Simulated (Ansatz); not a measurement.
Basis-set extrapolation for F₃H₂Si₂, SMILES `F[SiH][SiH](F)F` radical (PBE0-D4/def2-TZVP geometry, frozen core, Ansatz 0.2.0). Multiplicity 2, UHF reference.

```json
{"": "HF", "def2-TZVPP": "-877.665365", "def2-QZVPP": "-877.698759"}
{"": "MP2 correlation", "def2-TZVPP": "-0.955898", "def2-QZVPP": "-1.047309"}
{"": "CCSD(T) correlation", "def2-TZVPP": "-1.009399", "def2-QZVPP": "not run"}
```

Energies in hartree. Use E(X) = E(∞) + A·exp(−7.88·√X) for Hartree–Fock and E(X) = E(∞) + B·X^(−2.97) for correlation, with X = 3 and 4, and add CCSD(T) minus MP2 of the smaller set to the MP2 limit.

Question: What is the CCSD(T) energy at the basis-set limit?

Answer: HF limit: -877.698759 + (-0.033394) × 0.13774 = -877.70336. MP2 limit: -1.047309 + (-0.091411) × 0.74074 = -1.11502. Higher-order term: -1.009399 − (-0.955898) = -0.05350. Total: -878.87188 hartree, 5.36 eV below CCSD(T)/def2-TZVPP.
